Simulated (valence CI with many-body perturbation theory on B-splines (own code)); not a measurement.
# Ag VII: one-electron terms

Computed by valence CI with perturbative core correlation (CI+MBPT): five valence electrons over a frozen Dirac-Fock core [Kr], a basis of 7 s, 7 p, 8 d, 6 f, 4 g, 1 h functions for each j, with the one-electron correlation potential Σ1 (screened to all orders), the two-electron term Σ2, the three-electron term Σ3, Breit, model QED; selected single and double excitations, second order for the rest, scaled by the run's own slope (own B-spline code, finite nucleus).

Against 33 measured levels this calculation errs by 362 cm⁻¹ on average and by 1022 at most. These come from a selection out of Gamrath, thesis, University of Mons (2023). Levels without a partner in it may be off by more, other configurations by 1,000 to 8,000 cm⁻¹. Among the levels kept, up to 1600 cm⁻¹ of a level comes from second order outside the variational space, and about a tenth of that is noise between levels of different J, which matters for small intervals. Only levels of the ground parity were solved; by the run's estimate the other parity begins above the list, which can be wrong where configurations are misplaced.

These are the spectroscopic orbitals of the CI (the correlating ones are not listed), shaped by the core and the other valence electrons. h is the expectation value of the core's Dirac-Fock operator, without the valence repulsion; Σ1 is computed up to l = 3 at one energy for each symmetry, that of its lowest orbital but kept below the first core excitation, so for empty shells it is not the orbital's own correlation shift; Breit and QED include the response of the core.

```tsv
Orbital	h (hartree)	Σ1 (cm⁻¹)	Breit (cm⁻¹)	QED (cm⁻¹)	⟨r⟩ (bohr)
5s1/2	-4.8341	-7380	159	153	2.003
6s1/2	-2.8165	-2276	68.6	64.5	3.536
7s1/2	-1.8522	-1052	35.6	33.5	5.492
5p1/2	-4.3166	-5476	226	-12.4	2.188
6p1/2	-2.5723	-1897	103	-5.5	3.822
7p1/2	-1.7179	-925	55.7	-3.0	5.879
5p3/2	-4.247	-5101	127	0.7	2.228
6p3/2	-2.5407	-1798	59.0	0.4	3.873
7p3/2	-1.7007	-883	33.6	0.2	5.940
4d3/2	-6.8115	-15004	160	-87.2	1.124
5d3/2	-3.3963	-2977	51.0	-14.8	2.686
6d3/2	-2.1332	-1307	25.3	-6.8	4.554
4d5/2	-6.7733	-14713	-56.8	-68.0	1.132
5d5/2	-3.3837	-2957	7.3	-10.8	2.697
6d5/2	-2.1271	-1302	4.8	-4.9	4.568
4f5/2	-4.0587	-12813	-81.1	-17.4	1.862
5f5/2	-2.4956	-4841	-37.2	-8.8	3.667
4f7/2	-4.058	-12471	-102	-16.4	1.863
5f7/2	-2.4942	-4703	-48.7	-8.2	3.669
5g7/2	-2.1196		-0.8	-0.2	3.880
5g9/2	-2.1197		-1.0	-0.1	3.879
```

Among the shells of the start configuration 4d5, Σ1 is largest in size for 4d3/2, where it is 1.0 % of h.

Lowest root of each symmetry, sizes in configuration state functions:

```
   J  Parity  Roots  Reference  Variational  Second order  Change by selected CI (cm⁻¹)  Change by second order (cm⁻¹)
 1/2    even      8         13        33482       1711891                        -17250                           -133
 3/2    even     12         19        29443       3902195                        -16913                           -370
 5/2    even     15         24        27714       5175173                        -11863                           -303
 7/2    even     12         20        28207       5396380                        -14486                           -664
 9/2    even      9         14        28416       5320687                        -14474                           -569
11/2    even      5          7        28758       4750703                        -14647                           -388
13/2    even      3          3        31672       3623669                        -15245                           -256
```
